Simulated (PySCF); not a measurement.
Isomers of C2H8BF2N. Theory: PBE0-D3(BJ)/def2-SVP geometry optimisation, gas phase in PySCF 2.14.0. One conformer each; no zero-point energy, no entropy. No frequencies were run at this level. Point groups hold within 0.08 Å.

Question: Order them by energy at this level, lowest first, and give relative energies in kcal/mol.
A. `[BH3-:1][NH2+:2][CH2:3][CH:4]([F:5])[F:6]` with B1–N2–C3–C4 180°, N2–C3–C4–F5 -59°
B. `[NH3+:1][BH2-:2][CH2:3][CH:4]([F:5])[F:6]` with N1–B2–C3–C4 -32°, B2–C3–C4–F5 -44°

Answer: B (0.0), A (17.4).

```json
{"SMILES": "[NH3+][BH2-]CC(F)F", "E (Eh)": "-359.69336", "E rel (kcal/mol)": "0.0", "dipole (D)": "3.22", "point group": "C1", "A, B, C (MHz)": "4445, 2737, 2539"}
{"SMILES": "[BH3-][NH2+]CC(F)F", "E (Eh)": "-359.66567", "E rel (kcal/mol)": "17.4", "dipole (D)": "4.78", "point group": "Cs", "A, B, C (MHz)": "6668, 1971, 1798"}
```

How do the relative energies change in single points at B3LYP/pcSseg-1 (no added dispersion term) on the same geometries?

```
            SMILES  PBE0-D3(BJ)/def2-SVP (kcal/mol)  B3LYP/pcSseg-1 (kcal/mol)  shift
[NH3+][BH2-]CC(F)F                              0.0                        0.0    0.0
[BH3-][NH2+]CC(F)F                             17.4                       16.4   -1.0
```

Each column counts from its own lowest isomer. The order is unchanged; the largest shift is 1.0 kcal/mol.
